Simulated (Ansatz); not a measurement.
`C[CH2][In]([F])[Cl]` → `[F][InH][Cl]` + `C=C`  (β-hydride elimination)

Program: Ansatz. Geometries: PBE0-D4/def2-TZVP. ΔE: electronic, gas phase. CCSD(T)/CBS is the MP2 limit (def2-TZVPP, def2-QZVPP) plus CCSD(T) − MP2 in def2-TZVPP, frozen cores. This one scheme is used for every species. Functionals use def2-TZVPP. def2 core potentials past Kr. For In outer-core shells are correlated without core-valence functions, which leaves a few kJ/mol of doubt a bond. One conformer a species, not always the lowest.

`C[CH2][In]([F])[Cl]`:

Z-matrix (Å, degrees):
```
C
C 1 1.520
H 1 1.091 2 112.1
H 1 1.091 2 112.1 3 -120.6
H 1 1.094 2 110.3 3 119.7
In 2 2.141 1 113.7 3 60.2
H 2 1.092 1 112.2 3 -59.8
H 2 1.092 1 112.2 3 -179.9
Cl 6 2.319 2 130.9 1 179.9
F 6 1.952 2 120.2 1 -0.1
```

`[F][InH][Cl]`:

```xyz
4

F     1.671   -0.042   -0.853
In   -0.021   -0.179    0.084
Cl   -1.173    1.806   -0.130
H    -0.477   -1.586    0.898
```

`C=C`:

Cartesian coordinates in Å:
```
C -0.208 -0.444 0.444
C 0.208 0.444 -0.444
H 0.467 -0.881 1.171
H -1.241 -0.773 0.479
H -0.467 0.882 -1.171
H 1.241 0.773 -0.479
```

```csv
level,ΔE (kcal/mol)
r2SCAN0-D4,34.1
CAM-B3LYP,29.0
```

What does CCSD(T)/CBS give? (Estimate.)

The calculation gave: +32.2 kcal/mol. The listed levels differ from it by 1.9, -3.2 kcal/mol.

Largest T1 diagnostic among the species: 0.015.

From BLYP to BHLYP (50 % exact exchange), in def2-TZVPP and without D4, ΔE moves by +4.0 kcal/mol. At CCSD(T), def2-SVP lies −1.6 kcal/mol from the extrapolated value and def2-TZVPP −0.9 kcal/mol.
